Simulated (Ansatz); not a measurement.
Basis-set extrapolation for CH₈BNOSi, SMILES `CB(N)[SiH2]O` (PBE0-D4/def2-TZVP geometry, frozen core, Ansatz). Multiplicity 1, RHF reference.

```json
{"": "HF", "def2-TZVPP": "-485.641762", "def2-QZVPP": "-485.660497"}
{"": "MP2 correlation", "def2-TZVPP": "-0.857864", "def2-QZVPP": "-0.920003"}
{"": "CCSD(T) correlation", "def2-TZVPP": "-0.939453", "def2-QZVPP": "not run"}
```

Energies in hartree. Use E(X) = E(∞) + A·exp(−7.88·√X) for Hartree–Fock and E(X) = E(∞) + B·X^(−2.97) for correlation, with X = 3 and 4, and add CCSD(T) minus MP2 of the smaller set to the MP2 limit.

Problem. What is the CCSD(T) energy at the basis-set limit?

Solution. HF limit: -485.660497 + (-0.018735) × 0.13774 = -485.66308. MP2 limit: -0.920003 + (-0.062139) × 0.74074 = -0.96603. Higher-order term: -0.939453 − (-0.857864) = -0.08159. Total: -486.71070 hartree, 340.0 kJ/mol below CCSD(T)/def2-TZVPP.
